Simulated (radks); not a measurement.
Question: The table gives one normalised radial function P(r) = r R(r) (large component) of Lu23+ in [Kr] 4d10 4f2 (r in bohr). Method: Dirac Kohn-Sham, PBE, spin-unpolarised, spherical densities, point nucleus; open shells are shared between the two j in proportion to 2j + 1; computed with a radial shooting solver on a logarithmic mesh with Libxc functionals.

r           P
0.001773   0.0265
0.002309   0.0363
0.002982   0.0497
0.003883   0.0695
0.005056   0.0976
0.006584   0.1376
0.008573   0.1932
0.01107    0.2658
0.01442    0.3621
0.01878    0.4769
0.02445    0.5966
0.03184    0.6892
0.04113    0.7015
0.05355    0.5654
0.06973    0.2241
0.0908    -0.2970
0.1173    -0.8082
0.1527    -1.0278
0.1989    -0.6408
0.259      0.3180
0.3372     1.3297
0.4356     1.7348
0.5672     1.3798
0.7385     0.6952
0.9616     0.2114
1.252      0.0346
1.617      0.0028
2.106      0.0001
2.743      0.0000

Which n and l does it have? It may be an empty orbital.

Answer: n = 4, l = 1: the number of nodes gives n - l - 1 = 2, the rise at small r points to l (for j = l - 1/2 the large component starts as r^gamma with gamma = sqrt(l^2 - (Z/c)^2) = 0.86 and the r^(l+1) term takes over further out; the orbital of l - 1 with the same j starts with the same power, but with a larger coefficient, and does not steepen), and the extent must fit the shell. The curve is that of 4p1/2; the two j differ most near the nucleus, where j = l - 1/2 has the larger amplitude, and in heavy atoms j = l - 1/2 is also the more compact. 4p1/2: eigenvalue -1051.4 eV, 2 radial nodes at r = 0.0787, 0.240 bohr, <r> = 0.459 bohr, 90 % of the charge inside 0.662 bohr.
